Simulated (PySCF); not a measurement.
A run for PySCF: R-B3LYP/LANL2DZ on CH5NOSn (SMILES C[O][Sn][NH2]), a point of a torsion scan.

```python
from pyscf import gto, scf, dft, mp
from pyscf.data.elements import chemcore

mol = gto.M(
    atom='''
    C    -1.86298432   -0.21935282    0.14119630
    O    -0.50586092   -0.51428414    0.28099602
    Sn    0.82536517   -1.19031941    1.70623858
    N     2.37207911   -0.96909302    0.39867674
    H    -2.02449377    0.86018135    0.21915724
    H    -2.48945683   -0.71620155    0.88933491
    H    -2.19176034   -0.54596509   -0.84975793
    H     2.21301522   -0.62274712   -0.53900144
    H     3.36025248   -1.15036334    0.50868092
    ''',
    basis='lanl2dz',
    ecp={'Sn': 'lanl2dz'},
    charge=0, spin=0, verbose=3, max_memory=1800)
mf = dft.RKS(mol, xc='b3lyp')
mf.conv_tol = 1e-8
mf.max_cycle = 100
mf.kernel()
if not mf.converged:
    mf = mf.newton().run(mf.mo_coeff, mf.mo_occ)
```

Output:

```
converged SCF energy = -174.491756701327
```

The calculation finished and met its thresholds.

Cost: around 7 core-seconds (rough).
